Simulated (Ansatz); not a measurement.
Ansatz (an electronic-structure program) input (CCSD(T)/cc-pVDZ):

Ansatz 0.2 input:
```yaml
crystal:
  periodic: [false, false, false]
  atoms:
    - {symbol: C, position_ang: [-1.82901142, -1.93640087, 0.48760890]}
    - {symbol: C, position_ang: [-1.03158050, -0.75581155, 0.90830003]}
    - {symbol: C, position_ang: [-0.47040929, 0.20852508, -0.08366232]}
    - {symbol: C, position_ang: [0.12089340, 1.43969889, 0.61794064]}
    - {symbol: C, position_ang: [0.63397571, 2.52473335, -0.32380675]}
    - {symbol: C, position_ang: [0.52224161, -0.47799807, -1.05819095]}
    - {symbol: C, position_ang: [1.79356432, -1.00310000, -0.39755094]}
    - {symbol: H, position_ang: [-2.45505333, -2.31230990, 1.29911334]}
    - {symbol: H, position_ang: [-1.19488659, -2.77689496, 0.16547249]}
    - {symbol: H, position_ang: [-2.47714352, -1.70041445, -0.36271410]}
    - {symbol: H, position_ang: [-0.72939417, -0.67418601, 1.94587543]}
    - {symbol: H, position_ang: [-1.30198572, 0.55851900, -0.71575215]}
    - {symbol: H, position_ang: [-0.65469700, 1.86020755, 1.26405514]}
    - {symbol: H, position_ang: [0.92658727, 1.12127945, 1.28601800]}
    - {symbol: H, position_ang: [1.48974690, 2.18529705, -0.90970563]}
    - {symbol: H, position_ang: [-0.14378497, 2.83665564, -1.02559966]}
    - {symbol: H, position_ang: [0.94976111, 3.40776463, 0.23459545]}
    - {symbol: H, position_ang: [0.00062937, -1.30471726, -1.54700008]}
    - {symbol: H, position_ang: [0.78169815, 0.22397992, -1.85446633]}
    - {symbol: H, position_ang: [2.39182344, -0.19524303, 0.02752492]}
    - {symbol: H, position_ang: [1.55934576, -1.69971913, 0.41017980]}
    - {symbol: H, position_ang: [2.41931012, -1.52809949, -1.12142835]}
basis:
  gaussian:
    orbitals: cc-pVDZ
magnetization: {spin_polarized: true, initial_magnetization: 1}
correlation: {method: ccsd_t, electrons: outside_noble_gas}
```

End of the output:

```
7 core orbitals not correlated
reference -7450.18659152 eV, -273.7893073203 hartree; 22, 21 occupied and 144, 145 virtual orbitals, 1561 factors
second order -26.90645535 eV of doubles, -0.00000000 eV of singles
coupled cluster: 8.01 GiB planned
cycle   1  -28.74445556 eV  change    -1.8e0 eV  update   1.0e-1
cycle   2  -29.50870109 eV  change   -7.6e-1 eV  update   3.1e-2
cycle   3  -29.61867979 eV  change   -1.1e-1 eV  update   1.2e-2
cycle   4  -29.62218286 eV  change   -3.5e-3 eV  update   4.0e-3
cycle   5  -29.62261153 eV  change   -4.3e-4 eV  update   1.6e-3
cycle   6  -29.62241029 eV  change    2.0e-4 eV  update   6.1e-4
cycle   7  -29.62234963 eV  change    6.1e-5 eV  update   2.0e-4
cycle   8  -29.62235767 eV  change   -8.0e-6 eV  update   7.4e-5
cycle   9  -29.62233565 eV  change    2.2e-5 eV  update   2.6e-5
perturbative correction -0.88638589 eV, -0.0325740808 hartree
Total energy: -7480.69531306 eV, -274.9104821576 hartree
```

It need not be the lowest isomer of its formula.
